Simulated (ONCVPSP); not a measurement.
Which change was made? (W, ONCV)

* Element: tungsten
* Generator: ONCVPSP 4.0.1
* Type: optimised norm-conserving Vanderbilt (ONCV)
* Functional: PBEsol
* Relativity: scalar-relativistic
* Frozen core: [Kr] 4d10 4f14
* Valence charge: 14
* Reference configuration: 5s2 5p6 5d5 6s1
* Partial waves: 5s+6s: rc 1.80 bohr, ncon 4, nbas 7, qcut 6 1/bohr, 2 projectors; 5p: rc 1.45 bohr, ncon 3, nbas 8, qcut 8.8 1/bohr, 3 projectors, debl 3.6 Ha; 5d: rc 1.75 bohr, ncon 4, nbas 8, qcut 5.8 1/bohr, 3 projectors, debl 3.7 Ha
* Local potential: polynomial inside 1.40 bohr (lpopt 5, dvloc0 0 Ha)
* Core correction: Teter function fitted to the true core (icmod 2), fcfact 0.55

Cutoffs, loose and tight: the cutoffs (Ha) at which the residual kinetic energy of the hardest occupied pseudo-wave falls to 1 and 0.1 mHa per electron. They do not see the model core or the augmentation charge, which bear on the density cutoff. Test errors are all-electron minus pseudo excitation energies from the reference, over the configurations 5s2 5p6 5d4 6s2; 5s2 5p6 5d4 6s1; 5s2 5p6 5d4 6s0; 5s2 5p6 5d4 6s1 6p1; variants that change the core or the reference have their own tests.

The base gives: outcome: generated; cutoff, loose: 27 Ha; cutoff, tight: 33 Ha; bound ghosts: none; GHOST(+) flags above zero: s; largest test error (meV): -4.2.

(1) After one change the result is: outcome: generated; cutoff, loose: 27 Ha; cutoff, tight: 33 Ha; bound ghosts: none; GHOST(+) flags above zero: s; largest test error (meV): -19. Which change was it?
A. functional PBE
B. all radii but the core radius scaled by about 1.18 (s 2.12, p 1.72, d 2.06 bohr); local potential polynomial inside 1.66 bohr (lpopt 5, dvloc0 0 Ha)
C. reference 5s2 5p6 5d4 6s2

## Answers

(1) C. The others give: functional PBE → outcome: generated; cutoff, loose: 27 Ha; cutoff, tight: 33 Ha; bound ghosts: none; GHOST(+) flags above zero: s; largest test error (meV): +1.7 | all radii but the core radius scaled by about 1.18 (s 2.12, p 1.72, d 2.06 bohr); local potential polynomial inside 1.66 bohr (lpopt 5, dvloc0 0 Ha) → outcome: generated; cutoff, loose: 23 Ha; cutoff, tight: 28 Ha; bound ghosts: none; GHOST(+) flags above zero: none; largest test error (meV): -5.3.
